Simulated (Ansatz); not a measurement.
Reaction (redistribution): `[NH2][Al]([OH])[F]` + `COB(F)S` → `[OH][Al]([F])[SH]` + `COB(N)F`

Program: Ansatz. Geometries: PBE0-D4/def2-TZVP. ΔE: electronic, gas phase. CCSD(T)/CBS adds triple-zeta CCSD(T) − MP2 to the extrapolated MP2 energy (def2 sets, frozen cores). This one scheme is used for every species. Functionals use def2-TZVPP. Each species was taken in one conformer, which may not be the lowest.

`[NH2][Al]([OH])[F]`:

```xyz
7

N     0.310    1.166   -0.177
Al    0.270   -0.528    0.280
O    -1.003   -1.585   -0.043
F     1.565   -1.144    1.083
H     1.080    1.781    0.026
H    -0.416    1.659   -0.669
H    -1.807   -1.349   -0.500
```

`COB(F)S`:

```xyz
9

C     0.455   -0.332    1.298
O     0.096   -0.468   -0.067
B    -0.368    0.560   -0.798
F    -0.520    1.778   -0.274
S    -0.816    0.351   -2.542
H     0.279    0.680    1.666
H    -0.135   -1.038    1.884
H     1.513   -0.578    1.407
H    -0.503   -0.953   -2.574
```

`[OH][Al]([F])[SH]`:

Z-matrix (Å, degrees):
```
Al
F 1 1.641
S 1 2.167 2 118.8
O 1 1.679 2 118.1 3 -180.0
H 3 1.345 1 92.0 2 -0.0
H 4 0.955 1 125.1 2 179.9
```

`COB(N)F`:

Cartesian coordinates in Å:
```
C 1.066 -1.050 -0.790
O -0.182 -0.441 -0.530
B -0.297 0.502 0.442
N -1.532 1.108 0.708
F 0.780 0.864 1.162
H 0.928 -1.737 -1.625
H 1.423 -1.613 0.077
H 1.824 -0.310 -1.060
H -2.363 0.872 0.199
H -1.647 1.806 1.418
```

(1) Is it downhill or uphill in electronic energy at CCSD(T)/CBS, and by how much? (Estimate.)

(2) What do these levels give: B2PLYP, PBE0, SCS-MP2/def2-TZVPP, CCSD/def2-TZVPP, SCS-MP2/def2-QZVPP, MP2/CBS(def2)? (An estimate is asked.)

Largest T1 diagnostic among the species: 0.012.

Answers

(1) The calculation gave: Downhill: ΔE = -0.66 eV.

(2) Computed: B2PLYP -0.66, PBE0 -0.70, SCS-MP2/def2-TZVPP -0.63, CCSD/def2-TZVPP -0.67, SCS-MP2/def2-QZVPP -0.64, MP2/CBS(def2) -0.64 eV.

In def2-TZVPP, CCSD(T) changes the Hartree–Fock value by +0.12 eV (the triples alone add +0.02 eV) and MP2 by +0.13 eV. From PBE to PBE0 (25 % exact exchange), in def2-TZVPP and without D4, ΔE moves by −0.04 eV.
